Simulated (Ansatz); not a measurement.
C3H6GeS (`CC#C[S][GeH3]`) at its PBE0-D4/def2-TZVP geometry, where that method's forces vanish. The species carries charge 0 and has multiplicity 1.

```xyz
11

C    -0.8969   -2.3503    0.4715
C    -0.8765   -0.9659    0.0459
C    -0.8624    0.1874   -0.3095
S    -0.9029    1.7881   -0.8204
Ge    1.2284    2.2897   -0.3560
H    -1.1595   -3.0151   -0.3557
H     0.0858   -2.6529    0.8430
H    -1.6200   -2.5069    1.2763
H     1.4653    2.0955    1.1468
H     2.1420    1.3708   -1.1764
H     1.3967    3.7597   -0.7656
```

Problem. What forces (eV/Å) does r2SCAN-D4/def2-TZVPP give on these atoms in Ansatz? (Estimate.)

Solution. Computed: 
```
C1  -0.003  0.028 -0.010
C2  -0.009 -0.436  0.133
C3   0.003  0.484 -0.150
S4  -0.025 -0.068  0.014
Ge5  0.079  0.044  0.009
H6   0.005 -0.008  0.014
H7  -0.014 -0.009 -0.001
H8   0.010 -0.013 -0.004
H9  -0.008  0.004 -0.063
H10 -0.037  0.035  0.037
H11 -0.001 -0.062  0.019
```
